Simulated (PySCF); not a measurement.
# Correlation energy of Sb (antimony, neutral)

[Kr] 4d10 5s2 5p3, high-spin 4S determinant. Calculation: PySCF 2.14, in def2-TZVPPD with the def2 core potential (28 electrons) (7s5p4d2f, 56 functions); scalar relativity through the core potential. Frozen: nothing; 23 electrons correlated.

```
  level  correlation energy (mhartree)
   CCSD                        -335.34
    (T)                          -8.30
CCSD(T)                        -343.64
```

Diagnostics: T1 = 0.0069, D1 = 0.0192, largest double amplitude 0.036.

Cost of the coupled-cluster step: of the order of 22 core-seconds, for 23 correlated electrons.

The basis has no tight functions for the innermost shells, so their pair energies are far from complete.

This basis was not built for core-valence correlation, so the inner-shell part is incomplete.
